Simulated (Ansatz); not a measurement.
Calculated with Ansatz (gas phase, PBE0-D4/def2-TZVP geometries, no zero-point term in ΔE). CCSD(T)/CBS is the MP2 limit (def2-TZVPP, def2-QZVPP) plus CCSD(T) − MP2 in def2-TZVPP, frozen cores. This one scheme is used for every species. DFT in def2-TZVPP. B3LYP here is the variant with VWN-RPA as its local correlation; programs differ in this. For Ge, Se outer-core shells are correlated without core-valence functions, which leaves a few kJ/mol of doubt a bond. Scalar relativity is left out up to krypton. Each species was taken in one conformer, which may not be the lowest.

Consider the substitution at a C–C bond: `C=CC` + `[OH][GeH2][SeH]` → `C[Se][GeH2][OH]` + `C=C`.

| level | ΔE (kJ/mol) |
| --- | --- |
| ωB97X-V | 18.4 |
| B3LYP | 19.8 |

(1) What does CCSD(T)/CBS give? (Estimate.)

Largest T1 diagnostic among the species: 0.011.

Answers

(1) Computed: +14.9 kJ/mol. The listed levels differ from it by 3.5, 4.9 kJ/mol.

The D4 term adds −3.6 kJ/mol with B3LYP and −2.0 kJ/mol with PBE0; it sums over pairs of atoms, weighted by their polarisabilities, and B3LYP, whose exchange is more repulsive, gets the larger term. In def2-TZVPP, CCSD(T) changes the Hartree–Fock value by −6.9 kJ/mol (the triples alone add −1.7 kJ/mol) and MP2 by −8.3 kJ/mol.
